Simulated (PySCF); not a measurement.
Unknown compound

The spectra below were simulated for a compound C₈H₁₄OS.

¹H NMR (500 MHz, computed): δ 3.47 (m, 1H), 1.99 (m, 1H), 1.95 (m, 1H), 1.91 (m, 1H), 1.90 (m, 1H), 1.88 (m, 1H), 1.74 (m, 1H), 1.69 (s, 3H), 1.59 (m, 1H), 1.18 (s, 3H).

¹³C{¹H} NMR (computed): δ 59.1, 41.5, 33.2, 33.1, 32.9, 23.6, 21.8, 15.5.

Theory: CAM-B3LYP/pcSseg-1 with gauge-including orbitals, geometry from PBE0-D3(BJ)/def2-SVP, in PySCF (single conformer, rapidly exchanging positions averaged, non-relativistic, no solvent model).

References, each an isolated molecule treated in the same way: ¹H and ¹³C against TMS.

Propose a structure and justify it.

Results:


- Rings plus π bonds: 2.
- 8 carbon signals for 8 carbons: no two carbons are equivalent.
- Carbon types of the structure: 2 × C, 4 × CH2, 2 × CH3, which accounts for all hydrogens.
- δC 59.1: fully substituted sp3 carbon bonded to S.
- δC 41.5: quaternary sp3 carbon in a ring; saturated and bonded to C and H only.
- δC 33.2, 32.9, 23.6, 15.5: sp3 CH2 in a ring; a saturated carbon with 2 carbon neighbours and no heteroatom attached.
- δC 21.8: methyl carbon; aliphatic region, no heteroatom directly attached.
- δH 3.47, 1.99, 1.95, 1.91, 1.90, 1.88, 1.74, 1.59: hydrogen on an sp3 CH2 in a ring.
- δH 1.69: hydrogen on a methyl carbon bonded to S.
- δH 1.18: hydrogen on a methyl carbon; far from electronegative atoms and π systems.

The compound is SMILES C[S@@](=O)[C@]12CC[C@@]1(C)CC2.

This is the structure that produced the data.

Shifts are as computed, not scaled to solution data. Of 1211 compounds with measured shifts, 218 miss one by over three times the rms of a fit or turn the order of signals round; such compounds aren't used in these exercises. Multiplicities follow the n + 1 count of equivalent neighbours, as no J values were calculated; m marks all less simple cases, F and P coupling included.
